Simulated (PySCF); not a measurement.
Compound: C6H16N2Si.
SMILES with atom numbers: `[CH3:1][N:2]([NH:3][SiH:4]([CH3:5])[CH3:6])[CH:7]1[CH2:8][CH2:9]1`

Probes without a nucleus sit at each ring's centroid and 1 Å off its mean plane on both sides; NICS is minus the shielding there, NICSzz its component along the normal. Level: GIAO PBE0/pcSseg-1 (PySCF, non-relativistic, gas phase) on the GFN2-xTB geometry, one conformer.

Ring bond lengths (Å), with Mayer bond orders in brackets: C7–C8 1.497 (0.97), C8–C9 1.497 (0.99), C9–C7 1.498 (0.96).

**Question.** Give the NICS values of each ring in ppm.

**Answer.** 
```tsv
ring	type	NICS(0)	NICS(1), two faces	NICS(1)zz, two faces	rms pucker (Å)	centre to ring atoms, mean (Å)
C7–C8–C9	3-membered carbocycle; formal bonds all single	-41.8	-9.5 / -7.8	-24.8 / -19.0	0.00	0.86
```

**Question.** What do they say, and how far can they be read as aromaticity?

**Answer.** 
- C7–C8–C9: mean NICS(1)zz -21.9 ppm, shielded. C7, C8, C9 have four or more neighbours, and the NICS criterion for π rings isn't applied. The two faces differ by 5.8 ppm, so no symmetry operation interchanges them. NICS(0) lies 33 ppm below the mean NICS(1).

**Question.** Give the inner angles of the rings and the Hirshfeld charges of the ring atoms.

**Answer.** 
- C7–C8–C9: C7 60.0° (-0.007 e), C8 60.0° (-0.093 e), C9 60.0° (-0.094 e); sum 180.0° against 180° for a flat convex ring.

Shape of the structure used: `[CH3:1][N:2]([NH:3][SiH:4]([CH3:5])[CH3:6])[CH:7]1[CH2:8][CH2:9]1`: C1–N2–N3–Si4 96°, N2–N3–Si4–C5 -74°, C1–N2–C7–C8 -156°.
